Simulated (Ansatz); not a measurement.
One change: `OCC1CO1` becomes `BCC1CO1`.

Ansatz, PBE0-D4/def2-TZVP geometries, multiplicity 1. Each molecule was computed in one conformer, which needn't be the lowest.

| property | `OCC1CO1` |
| --- | --- |
| HOMO–LUMO gap (B3LYP/def2-TZVPP) / eV | 8.52 |
| HOMO energy (ωB97M-V/def2-TZVPP) / eV | -10.26 |
| HOMO energy (B3LYP/def2-TZVPP) / eV | -7.58 |
| LUMO energy (PBE0/def2-TZVPP) / eV | 1.33 |
| size of the dipole moment (PBE/def2-TZVPP) / D | 1.74 |
| HOMO–LUMO gap (ωB97M-V/def2-TZVPP) / eV | 13.13 |

Q: Give the same properties after the change, and the shifts. (Best estimate.)

A: Computed: 
```tsv
property	`BCC1CO1`	shift
HOMO–LUMO gap (B3LYP/def2-TZVPP) / eV	5.92	-2.60
HOMO energy (ωB97M-V/def2-TZVPP) / eV	-10.24	0.02
HOMO energy (B3LYP/def2-TZVPP) / eV	-7.55	0.03
LUMO energy (PBE0/def2-TZVPP) / eV	-1.39	-2.72
size of the dipole moment (PBE/def2-TZVPP) / D	2.10	0.36
HOMO–LUMO gap (ωB97M-V/def2-TZVPP) / eV	10.78	-2.35
```

Dipoles are sizes alone; their direction can turn.

B3LYP here is the variant with VWN-RPA as its local correlation; programs differ in this.
